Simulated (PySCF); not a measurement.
# Radial density of Pt³²⁺ (platinum, charge +32)

TPSSh, [Kr] 4d10, closed-shell 1S. All numbers are calculated (PySCF 2.14, the spin-free X2C one-electron Hamiltonian (Gaussian nucleus), in an even-tempered Gaussian basis (19 s from 2.8 bohr⁻², ratio 2.5; 14 p from 3.6 bohr⁻², ratio 2.5; 9 d from 3.6 bohr⁻², ratio 2.5; 4 f from 20 bohr⁻², ratio 2.7; 3 g from 30 bohr⁻², ratio 2.7)).

| r (bohr) | 4πr²ρ (e/bohr) |
| --- | --- |
| 0.0129 | 109.0 |
| 0.0216 | 94.91 |
| 0.0364 | 123.8 |
| 0.0612 | 141.9 |
| 0.103 | 116.1 |
| 0.173 | 118.7 |
| 0.291 | 54.49 |
| 0.490 | 43.59 |
| 0.824 | 1.281 |
| 1.39 | 0.001100 |

Densities and radii are taken from the X2C orbitals without a picture-change correction, which distorts them close to the nucleus.

Spin-orbit coupling, which splits the p, d and f shells strongly at this Z, is absent.
